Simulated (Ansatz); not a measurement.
The same molecule with X = F, Cl, Br. Ansatz, PBE0-D4/def2-TZVP geometries, multiplicity 2. Each molecule was computed in one conformer, which needn't be the lowest.

Scalar relativity is left out up to krypton. Spin–orbit coupling is left out; it splits and shifts lone-pair levels of the heavy atoms by tenths of an eV.

| X | molecule | mean X–Si bond length / Å | size of the dipole moment (ωB97M-V/def2-TZVPP) / D | ideal-gas entropy at 298 K and 1 bar (rigid rotor, harmonic PBE0-D4/def2-TZVP) / J/(mol·K) | size of the dipole moment (B3LYP/def2-TZVPP) / D |
| --- | --- | --- | --- | --- | --- |
| F | `CO[SiH]F`• | 1.605 | 1.51 | 326 | 1.50 |
| Br | `CO[SiH]Br`• | 2.238 | 1.60 | 347 | 1.56 |

(1) Give the row for X = Cl, `CO[SiH]Cl`•. (Estimate.)

Results:

(1) Ansatz gave: 
```tsv
X	molecule	mean X–Si bond length / Å	size of the dipole moment (ωB97M-V/def2-TZVPP) / D	ideal-gas entropy at 298 K and 1 bar (rigid rotor, harmonic PBE0-D4/def2-TZVP) / J/(mol·K)	size of the dipole moment (B3LYP/def2-TZVPP) / D
Cl	`CO[SiH]Cl`•	2.068	1.49	335	1.47
```

From F to Br the mean X–Si bond length rises at each step, by 0.633 Å in all; the ideal-gas entropy at 298 K and 1 bar (rigid rotor, harmonic PBE0-D4/def2-TZVP) rises at each step, by 21 J/(mol·K) in all. Bonds lengthen as the atom grows down the group. Dipoles are sizes alone, and their direction can turn along the series.

B3LYP here is the variant with VWN-RPA as its local correlation; programs differ in this.
